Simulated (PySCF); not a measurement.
A run that did not reach its result, on `SCN1C=CC=C1` (driver script around PySCF, density fitting, GFN2-xTB geometry as the base; each input is a line of settings and coordinates in Å).

Command:
```bash
OMP_NUM_THREADS=1 python probes_run.py task.json out
```
Input:
```
{"job": {"kind": "j", "xc": "HCTH407", "basis": "pcX-1", "scf": {"conv": 0.01, "max_cycle": 68}}, "charge": 0, "multiplicity": 1}
S     -2.564490     0.465796    -1.067881
C     -1.604739    -0.514367     0.180226
N     -0.214114    -0.265063     0.129641
C      0.676971    -0.880480    -0.699909
C      1.909338    -0.331094    -0.497664
C      1.763528     0.669433     0.487658
C      0.446860     0.691546     0.845405
H     -2.229856     1.658477    -0.581059
H     -1.826639    -1.553364    -0.067246
H     -2.006862    -0.267865     1.163961
H      0.360768    -1.658855    -1.366090
H      2.817831    -0.610601    -0.992703
H      2.540329     1.293460     0.883021
H     -0.069603     1.302504     1.560475
```

Output:
```
KeyError: 'Element h (Z=1) not found in basis pcX-1 version 1'
```

Q: What went wrong, and what mends it?

A: The basis pcX-1 in the Basis Set Exchange has no functions for hydrogen, so the input was refused before any integral. Choose a basis that covers all elements. The run gave no result.

Conformer computed: `[SH:1][CH2:2][n:3]1[cH:4][cH:5][cH:6][cH:7]1`: S1–C2–N3–C4 -85°, H–S1–C2–N3 -62°.
